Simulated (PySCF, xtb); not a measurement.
Cl3HOTi, SMILES [OH][Ti]([Cl])([Cl])[Cl], multiplicity 1.

GFN2-xTB (xtb) at its own geometry gives an orbital gap of 3.23 eV and a dipole moment of 4.27 D.

The structure is a stationary point at r2SCAN-D4/def2-SVP. The geometry has at least one imaginary mode, so it is a saddle point at that level. The multiplicity is an assumed one; no other spin state was optimised. The isomer is the one that the SMILES or the coordinates give; other isomers of the formula were not compared. One conformer was computed; it need not be the lowest.

Task: What does CAM-B3LYP/def2-TZVP run with PySCF give? (An estimate is asked for; the answer gives what the named calculation found.)

Result: gap 8.38 eV (levels -10.50 and -2.12 eV), dipole 2.99 D.
